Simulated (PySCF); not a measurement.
Bi(Cl)3, BiCl₃, SMILES [Cl][Bi]([Cl])[Cl], PBE0/def2-SVP optimised geometry.

```
4

Bi    -1.04    -1.21     0.00
Cl     1.42    -1.21     0.00
Cl    -1.42     1.21     0.00
Cl    -1.42    -1.67     2.38
```

Density from PBE0/def2-TZVP, def2 effective core potentials past Kr run with PySCF 2.14.0 at that geometry. The core electrons that the potentials of Bi replace are not part of the density.

Minimum of the electron density along straight lines between bonded atoms, close to the bond critical point (lines longer than 1.1 times the sum of covalent radii, or with two minima, are not listed):

```json
[
 {"bond": "Bi1–Cl2", "length / Å": "2.458", "ρ at the minimum / e bohr⁻³": "0.082", "∇²ρ there / e bohr⁻⁵": "0.14", "position (fraction from the first atom)": "0.49"},
 {"bond": "Bi1–Cl3", "length / Å": "2.458", "ρ at the minimum / e bohr⁻³": "0.082", "∇²ρ there / e bohr⁻⁵": "0.14", "position (fraction from the first atom)": "0.49"},
 {"bond": "Bi1–Cl4", "length / Å": "2.458", "ρ at the minimum / e bohr⁻³": "0.082", "∇²ρ there / e bohr⁻⁵": "0.14", "position (fraction from the first atom)": "0.49"}
]
```
